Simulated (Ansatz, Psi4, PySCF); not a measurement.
Gas-phase reaction in SMILES: Cl[SiH](Cl)O[SiH3] [dichloro(silyloxy)silane] -> [SiH3]O[Si](Cl)Cl + H atom (the H-Si bond breaks)

Quantity: bond dissociation energy (electronic), in kcal/mol. Set-up: 6-31G* and kin with 6d, 5d where marked; non-relativistic; frozen cores in correlated levels; spin-orbit terms left out; 6-311+G** with 5d, 6d on Na to Ar in Ansatz (a quantum-chemistry and plane-wave program); open shells spin-unrestricted; LANL2DZ with its own core potentials from Na on; dispersion terms only where a functional's name holds one. Basis-set limits of correlation are two-point, X^-3; Hartree-Fock from the larger set. Ab initio and DFT rows: single points at B3LYP-D3(BJ) geometries (Ansatz).

Coupled cluster (Ansatz) is a level with limits of its own, used here on species with T1 under 0.025 (0.045 for open shells) and stable references: CCSD(T)/CBS(cc-pV(T+d)Z,cc-pV(Q+d)Z).

Value to compare with, CCSD(T)/CBS(cc-pV(T+d)Z,cc-pV(Q+d)Z) (Ansatz): 100.2 kcal/mol.

```
level               program  bond dissociation energy (electronic) (kcal/mol)  difference
------------------  -------  ------------------------------------------------  ----------
HF/STO-3G            Ansatz                                              96.7        -3.5
HF/3-21G             Ansatz                                              71.7       -28.5
PBE/6-31G*           Ansatz                                              91.2        -9.0
PBE/def2-SVP         Ansatz                                              90.6        -9.6
BP86/6-31G* (5d)      PySCF                                              94.1        -6.1
B3LYP/3-21G          Ansatz                                              89.2       -11.0
B3LYP/6-31G*         Ansatz                                              95.3        -4.9
B3LYP/6-31G**        Ansatz                                              96.0        -4.2
B3LYP/def2-SVP       Ansatz                                              95.1        -5.1
PBE0/6-31G*          Ansatz                                              93.6        -6.6
wB97X-D/6-311+G**      Psi4                                              96.8        -3.4
MP2/STO-3G           Ansatz                                             101.1         0.9
MP2/LANL2DZ          Ansatz                                              79.2       -21.0
PBE/def2-TZVPD       Ansatz                                              90.9        -9.3
wB97X-V/def2-TZVPD   Ansatz                                              99.1        -1.1
```

Among the 13 habitual levels, HF/3-21G lies farthest from CCSD(T)/CBS(cc-pV(T+d)Z,cc-pV(Q+d)Z) (Ansatz) (-28.5 kcal/mol) and MP2/STO-3G nearest (0.9); 1 of 13 lie above it, and their mean absolute difference is 8.8 kcal/mol, the median 6.1. One case shows no general order.

The levels are drawn from those run, B3LYP/6-31G* more often than the rest, none by its result; left out are runs that failed, that the program found above a lower state of the same kind, or whose <S^2> lies over 0.5 above the pure value.
